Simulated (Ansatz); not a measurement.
BeF2⁺. The state is a doublet with charge 1. Geometry r2SCAN-D4/def2-TZVP, basis def2-TZVP, Ansatz.

Cartesian coordinates in Å:
```
Be -0.002 0.001 -0.002
F -0.721 -1.164 0.461
F 0.723 1.163 -0.459
```

```json
{"run": "A", "HOMO (eV)": "-18.79", "LUMO (eV)": "-18.53"}
{"run": "B", "HOMO (eV)": "-20.63", "LUMO (eV)": "-16.74"}
{"run": "C", "HOMO (eV)": "-19.37", "LUMO (eV)": "-17.53"}
{"run": "D", "HOMO (eV)": "-18.85", "LUMO (eV)": "-18.35"}
{"run": "E", "HOMO (eV)": "-19.71", "LUMO (eV)": "-16.42"}
{"run": "F", "HOMO (eV)": "-21.33", "LUMO (eV)": "-15.74"}
```

The structure comes from a short search, and lower isomers may exist.

HOMO and LUMO are taken over both spins.

Question: The runs used BHLYP, CAM-B3LYP, PBE, PBE0, r2SCAN, ωB97X-V. Estimate which is which.

Answer: A PBE (0 % exact exchange); B CAM-B3LYP (range-separated); C PBE0 (25 % exact exchange); D r2SCAN (0 % exact exchange); E BHLYP (50 % exact exchange); F ωB97X-V (range-separated). Exact exchange lowers occupied and raises empty levels; among semilocal functionals meta-GGAs tend to open the gap a little, and such runs are hard to tell apart. The gap grows from 0.26 eV (PBE) to 5.59 eV (ωB97X-V).
